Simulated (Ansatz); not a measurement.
Reaction (formal hydrolysis of the Si–O bond): `C[SiH](O)O[Si](C)(O)O` + H₂O → `C[Si](O)(O)O` + `C[SiH](O)O`

Calculated with Ansatz (gas phase, PBE0-D4/def2-TZVP geometries, no zero-point term in ΔE). CCSD(T)/CBS adds triple-zeta CCSD(T) − MP2 to the extrapolated MP2 energy (def2 sets, frozen cores). This one scheme is used for every species. Functionals use def2-TZVPP. HSE06 is defined as in plane-wave codes. One conformer a species, not always the lowest.

`C[SiH](O)O[Si](C)(O)O`:

Z-matrix (Å, degrees):
```
C
Si 1 1.856
H 1 1.093 2 111.2
H 1 1.094 2 111.1 3 120.6
H 1 1.093 2 110.2 3 -120.3
O 2 1.641 1 112.3 3 -60.4
O 2 1.636 1 108.9 3 178.2
H 2 1.482 1 112.1 3 56.8
H 6 0.958 2 118.0 1 -53.2
Si 7 1.633 2 145.5 1 -64.2
O 10 1.637 7 111.9 2 52.9
C 10 1.845 7 110.2 2 -66.2
O 10 1.641 7 106.9 2 169.8
H 11 0.958 10 116.8 7 81.9
H 12 1.092 10 110.9 7 -55.7
H 12 1.093 10 110.7 7 64.0
H 12 1.092 10 110.7 7 -176.1
H 13 0.958 10 116.6 7 28.6
```

H₂O:

```xyz
3

O    -0.172    0.150    0.315
H     0.766   -0.002    0.178
H    -0.594   -0.148   -0.493
```

`C[Si](O)(O)O`:

Cartesian coordinates in Å:
```
C -0.884 1.180 -0.147
Si 0.179 -0.306 0.121
O 1.066 -0.222 1.497
O 1.308 -0.494 -1.064
O -0.852 -1.574 0.220
H -0.274 2.079 -0.262
H -1.502 1.068 -1.041
H -1.553 1.326 0.704
H 2.004 -0.067 1.382
H 0.999 -0.590 -1.965
H -0.494 -2.399 0.553
```

`C[SiH](O)O`:

```xyz
10

C     1.122   -0.746    0.154
Si   -0.221    0.528    0.092
O    -0.599    0.680   -1.504
O    -1.529    0.119    1.004
H     0.787   -1.690   -0.283
H     1.996   -0.410   -0.410
H     1.431   -0.935    1.185
H     0.192    1.834    0.662
H    -1.242    1.351   -1.740
H    -1.936   -0.732    0.839
```

| level | ΔE (kcal/mol) |
| --- | --- |
| LDA (SPW92) | 2.0 |
| PBE-D4 | 3.4 |
| PBE0-D4 | 4.1 |
| HSE06-D4 | 4.1 |
| B2PLYP | 2.9 |
| PBE0 | 2.4 |
| HF/def2-TZVPP | 3.7 |
| CCSD/CBS(def2) | 4.8 |

**Question.** What does CCSD(T)/CBS give? (An estimate is asked.)

**Answer.** Computed: +4.8 kcal/mol. The listed levels differ from it by -2.8, -1.4, -0.7, -0.7, -1.9, -2.4, -1.1, 0.0 kcal/mol.

Largest T1 diagnostic among the species: 0.011.

The D4 term adds +2.7 kcal/mol with B3LYP and +1.8 kcal/mol with PBE0; it sums over pairs of atoms, weighted by their polarisabilities, and B3LYP, whose exchange is more repulsive, gets the larger term. From PBE to PBE0 (25 % exact exchange), in def2-TZVPP and without D4, ΔE moves by +0.8 kcal/mol. Leaving LDA and LC-ωPBE aside and taking each functional with its dispersion term where it has one, the values, not all of them listed here, spread over 2.7 kcal/mol, from B2PLYP to BHLYP-D4.

B3LYP here is the variant with VWN-RPA as its local correlation; programs differ in this.
